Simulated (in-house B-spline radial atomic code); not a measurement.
Results of a calculation; reference values are marked as such.
**Making a Troullier-Martins d channel for Mo, r_c = 1.92 bohr**

Mo, [Kr] 4d5 5s1, non-relativistic PBE, spherical and spin-unpolarised, from an all-electron radial atomic-structure program (B-spline basis) (atomic units). The all-electron 4d level is ε = -0.146664 hartree, its outermost node lies just inside 0.54 bohr and its outer maximum at 1.37 bohr.

Inside r_c the pseudo-orbital is u(r) = r^3 exp(p(r)), with p = c0 + c2 r² + c4 r⁴ + … + c12 r¹². The seven coefficients follow from p and its first four derivatives at r_c, from zero curvature of the screened potential at the origin, c4 = −c2²/(2l + 5), and from the norm inside r_c. At r_c the all-electron orbital has P = 0.6503946, P' = -0.2649981, the screened potential V = -1.039663, V' = 1.396793, V'' = -2.680007, and the norm inside is Q = 0.5783222.

(1) What are p, p' and p'' at r_c?

For a trial c2 the five matching conditions are linear in c0, c6, c8, c10 and c12, and c2 is varied until the norm inside r_c equals Q. The root nearest zero gives:

| n | c_n |
| --- | --- |
| 0 | 0.6548595 |
| 2 | -1.062474 |
| 4 | -0.1254279 |
| 6 | 0.1437366 |
| 8 | -0.04160889 |
| 10 | 0.005591802 |
| 12 | -0.0002965273 |

(2) Check c4 and p(r_c), and find the screened pseudopotential at the origin.

Orbitals and screened potentials:

```tsv
r (bohr)	P	u	V all-electron	V pseudo
0.192	-0.3024	0.0131	-111.6	-7.576
0.48	-0.0857	0.1658	-23.07	-7.321
0.768	0.4071	0.4573	-9.01	-6.256
1.056	0.6749	0.685	-4.605	-4.392
1.344	0.7473	0.7519	-2.593	-2.589
1.632	0.7187	0.7191	-1.583	-1.543
1.92	0.6504	0.6504	-1.04	-1.04
```

Logarithmic derivatives P'/P at R = 2.22 bohr, for energies E around ε:

```
E − ε (hartree)  all-electron     pseudo
           -0.5      0.720653    0.72137
          -0.25      0.280271   0.280637
           -0.1     -0.110916  -0.110812
              0     -0.475508    -0.4755
            0.1     -0.993484  -0.993229
           0.25      -2.44535   -2.44117
            0.5      -119.459   -102.032
```

(3) With P(R) = 0.568985 and a norm of 0.6900496 inside R, what slope in energy does norm conservation fix?

## Answers

(1) p = ln(P/r_c^3) = ln(0.6503946/7.07789) = -2.38715. p' = P'/P − 3/r_c = -0.40744 − 1.56250 = -1.96994. The radial equation gives p'' = 2(V − ε) − 2(3) p'/r_c − p'² = -1.78600 − (-6.15607) − 3.88067 = 0.48940. Differentiating, p''' = 2V' + 2(3)p'/r_c² − 2(3)p''/r_c − 2p'p'' = -0.013897, and p'''' = 2V'' − 4(3)p'/r_c³ + 4(3)p''/r_c² − 2(3)p'''/r_c − 2p''² − 2p'p''' = -0.91739.

(2) −c2²/9 = -0.125428, as listed. The terms c_n r_c^n are 0.65486, -3.91670, -1.70451, 7.20070, -7.68415, 3.80684, -0.74418, which sum to -2.38715. Inverting the radial equation, V_l(r) = ε + 3 p'/r + (p'' + p'²)/2, so V_l(0) = ε + (2l + 3) c2 = -0.146664 + 7 × (-1.06247) = -7.5840 hartree, finite where the all-electron potential diverges.

(3) d(P'/P)/dE = −2 × (norm inside R)/P(R)² = -4.2629 per hartree·bohr at E = ε, for both atoms, since orbital and norm agree at R. Differences over ±0.1 hartree give -4.4128 (all-electron) and -4.4121 (pseudo), which also hold third-order terms. Half a hartree below ε the two curves differ by +0.0007.
